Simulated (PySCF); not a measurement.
# Low-lying terms of Bi(5+) (bismuth, charge +5)

Ground state [Xe] 4f14 5d10, ¹S. Calculation: PySCF 2.14, in aug-cc-pVTZ-PP with ECP60MDF (6s5p4d2f, 55 functions); scalar relativity through the core potential. Vertical excitation energies in eV without spin-orbit coupling; excited terms of each kind are numbered among those the solver found. Frozen: 5s2 5p6.

```json
{"term": "1 3D", "leading excitation": "5d → s", "EOM-EE-CCSD": "20.028"}
{"term": "1 1D", "leading excitation": "5d → s", "EOM-EE-CCSD": "21.066"}
{"term": "1 3P°", "leading excitation": "5d → p", "EOM-EE-CCSD": "33.975"}
{"term": "1 3F°", "leading excitation": "5d → p", "EOM-EE-CCSD": "34.601"}
{"term": "1 1F°", "leading excitation": "5d → p", "EOM-EE-CCSD": "35.047"}
{"term": "1 1D°", "leading excitation": "5d → p", "EOM-EE-CCSD": "35.646"}
{"term": "1 3D°", "leading excitation": "5d → p", "EOM-EE-CCSD": "35.698"}
{"term": "1 1P°", "leading excitation": "5d → p", "EOM-EE-CCSD": "35.789"}
{"term": "1 3S", "leading excitation": "5d → d", "EOM-EE-CCSD": "50.101"}
{"term": "1 3G", "leading excitation": "5d → d", "EOM-EE-CCSD": "51.020"}
{"term": "1 1P", "leading excitation": "5d → d", "EOM-EE-CCSD": "51.081"}
{"term": "2 3D", "leading excitation": "5d → d", "EOM-EE-CCSD": "51.302"}
```

The spin-orbit splitting of the hole, absent here, rivals or exceeds the spacing of these terms, so the LS terms are model states.

The solver can miss terms.
